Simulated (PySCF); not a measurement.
4-chlorobut-1-ene (C₄H₇Cl), SMILES C(CCl)C=C. Atoms are numbered in the order given.

```xyz
12

C     -2.9404     0.2469    -0.1142
C     -1.8261    -0.3860    -0.5196
C     -0.4507     0.2221    -0.5552
C      0.4947    -0.4798     0.4206
Cl     2.1681     0.1919     0.3270
H     -3.9196    -0.2565    -0.1071
H     -2.9141     1.2988     0.2171
H     -1.8981    -1.4417    -0.8424
H     -0.0194     0.1368    -1.5768
H     -0.4940     1.3034    -0.3102
H      0.5708    -1.5640     0.2042
H      0.1520    -0.3583     1.4665
```

The structure is a stationary point at PBE-D3(BJ)/def2-SVP. Other conformers were not sampled.

All values below come from PBE-D3(BJ)/def2-SVP in PySCF.

Frequencies are harmonic and unscaled.

| mode | ν (cm⁻¹) | IR (km/mol) | moving atoms (share of kinetic energy) |
|---|---|---|---|
| 1 | 84 | 0.2 | C 63 %, H 29 %, Cl 9 % |
| 2 | 99 | 1.9 | C 57 %, H 30 %, Cl 12 % |
| 3 | 213 | 1.4 | C 50 %, H 35 %, Cl 15 % |
| 4 | 320 | 2.6 | C 43 %, Cl 36 %, H 20 % |
| 5 | 424 | 3.2 | C 54 %, H 45 % |
| 6 | 613 | 11.9 | H 60 %, C 36 % |
| 7 | 741 | 35.1 | C 59 %, H 27 %, Cl 15 % |
| 8 | 763 | 11.6 | H 75 %, C 22 % |
| 9 | 905 | 31.2 | H 72 %, C 28 % |
| 10 | 909 | 3.2 | H 69 %, C 31 % |
| 11 | 951 | 3.5 | H 52 %, C 48 % |
| 12 | 994 | 13.1 | H 89 %, C 11 % |
| 13 | 1037 | 4.7 | C 74 %, H 26 % |
| 14 | 1061 | 2.0 | H 76 %, C 23 % |
| 15 | 1165 | 0.6 | H 59 %, C 40 % |
| 16 | 1197 | 10.6 | H 81 %, C 18 % |
| 17 | 1245 | 0.8 | H 88 %, C 12 % |
| 18 | 1267 | 2.4 | H 80 %, C 20 % |
| 19 | 1293 | 15.5 | H 69 %, C 31 % |
| 20 | 1379 | 1.3 | H 84 %, C 16 % |
| 21 | 1408 | 1.9 | H 91 %, C 9 % |
| 22 | 1418 | 4.5 | H 90 %, C 10 % |
| 23 | 1674 | 7.1 | C 88 %, H 12 % |
| 24 | 2971 | 8.4 | H 94 % |
| 25 | 3006 | 17.7 | H 95 % |
| 26 | 3032 | 2.8 | H 91 %, C 9 % |
| 27 | 3061 | 14.7 | H 93 % |
| 28 | 3071 | 3.6 | H 93 % |
| 29 | 3076 | 12.4 | H 90 %, C 10 % |
| 30 | 3168 | 8.6 | H 89 %, C 11 % |
